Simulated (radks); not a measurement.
Values are calculated unless marked as measured or tabulated.
Bi4+, 79 electrons, occupied as [Xe] 4f14 5d10 6s1 (the NIST ground configuration). Code: a radial shooting solver on a logarithmic mesh with Libxc functionals. Model: scalar-relativistic Kohn-Sham, RPBE, spin-polarised, spherical densities, point nucleus; open shells are filled with parallel spins first (spin-orbit coupling, left out, can overturn this in heavy ions).

Unscreened Slater integrals over Kohn-Sham orbitals (hartree). They are taken over the spin-up orbitals. Empty in this configuration: 6p.

integral,value
"F0(6s,6s)",0.46073
"F0(6s,5d)",0.53836
"G2(6s,5d)",0.11472
"F0(6s,5p)",0.56112
"G1(6s,5p)",0.047888
"F0(6s,4f)",0.60288
"G3(6s,4f)",0.019510
"F0(6s,6p)",0.41370
"G1(6s,6p)",0.26182
"F0(5d,5d)",0.74657
"F2(5d,5d)",0.39351
"F4(5d,5d)",0.26409
"F0(5d,5p)",0.82764
"F2(5d,5p)",0.42220
"G1(5d,5p)",0.51676
"G3(5d,5p)",0.32262
"F0(5d,4f)",0.95696
"F2(5d,4f)",0.23587
"F4(5d,4f)",0.11120
"G1(5d,4f)",0.070759
"G3(5d,4f)",0.070470
"G5(5d,4f)",0.057562
"F0(5d,6p)",0.46120
"F2(5d,6p)",0.15932
"G1(5d,6p)",0.060787
"G3(5d,6p)",0.053767
"F0(5p,5p)",0.94890
"F2(5p,5p)",0.51252
"F0(5p,4f)",1.1709
"F2(5p,4f)",0.36140
"G2(5p,4f)",0.12504
"G4(5p,4f)",0.10953
"F0(5p,6p)",0.47588
"F2(5p,6p)",0.12668
"G0(5p,6p)",0.022966
"G2(5p,6p)",0.031487
"F0(4f,4f)",2.0674
"F2(4f,4f)",1.0430
"F4(4f,4f)",0.66788
"F6(4f,4f)",0.48457
"F0(4f,6p)",0.50444
"F2(4f,6p)",0.059880
"G2(4f,6p)",0.013885
"G4(4f,6p)",0.013185
"F0(6p,6p)",0.38163
"F2(6p,6p)",0.21052
